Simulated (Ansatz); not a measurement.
Relaxation of C2H10OSi2 (15 atoms, charge 0, multiplicity 1), to a largest force component of 0.015 eV/Å in at most 40 steps.

Method: Ansatz, RKS PBE0-D4/6-31G.

```xyz
15
Properties=species:S:1:pos:R:3:forces:R:3
C -2.155 0.578 1.300 -2.09 2.01 0.15
Si -0.709 1.217 0.388 -0.92 2.26 -0.16
O 0.627 0.326 0.720 3.17 -1.33 0.19
C 0.971 -0.907 0.047 -3.03 -0.87 1.30
Si 1.989 -0.908 -1.501 0.22 0.80 -0.32
H -2.059 0.688 2.370 0.23 -0.23 0.47
H -2.405 -0.414 1.033 -0.35 -1.33 -0.18
H -3.041 1.246 1.034 0.84 -0.85 0.18
H -0.433 2.652 0.780 0.01 -0.20 -0.02
H -0.942 1.150 -1.050 -0.30 0.00 -1.04
H 1.389 -1.563 0.802 0.52 -0.11 0.24
H -0.032 -1.414 -0.164 1.01 0.15 -0.17
H 3.283 -0.317 -1.197 0.91 0.28 0.08
H 2.135 -2.276 -1.974 0.10 -0.92 -0.23
H 1.360 -0.108 -2.560 -0.32 0.34 -0.48
```

Question: Where does it end, and by what steps?

Answer: It converged. The force dipped under the threshold on the way, but the program's further checks kept it going. Limits of this set-up: no polarisation functions. After 10 steps the energy has fallen by 0.585 eV; H10 moved furthest, 0.27 Å.

```csv
step,energy less start (eV),largest force component (eV/Å),accepted
0,0.0000,3.174,yes
1,-0.4709,1.317,yes
2,-0.5751,0.299,yes
3,-0.5820,0.062,yes
4,-0.5835,0.033,yes
5,-0.5841,0.034,yes
6,-0.5848,0.011,yes
7,-0.5852,0.035,yes
8,-0.5853,0.031,yes
9,-0.5854,0.016,yes
10,-0.5854,0.005,yes
```

```xyz
15
Properties=species:S:1:pos:R:3
C -2.192 0.576 1.272
Si -0.720 1.321 0.332
O 0.734 0.400 0.580
C 0.911 -0.961 0.121
Si 1.982 -0.943 -1.483
H -1.991 0.552 2.347
H -2.405 -0.445 0.939
H -3.089 1.182 1.099
H -0.378 2.688 0.840
H -1.052 1.375 -1.142
H 1.434 -1.508 0.913
H -0.044 -1.478 -0.054
H 3.334 -0.365 -1.183
H 2.153 -2.341 -2.026
H 1.302 -0.101 -2.527
```

Whether the end is a true minimum wasn't checked by a vibrational analysis.

Run time: 2.3 min on 1 thread of Intel(R) Xeon(R) Processor @ 2.50GHz (Skylake/Cascade Lake) (shared host), peak memory 0.19 GiB.
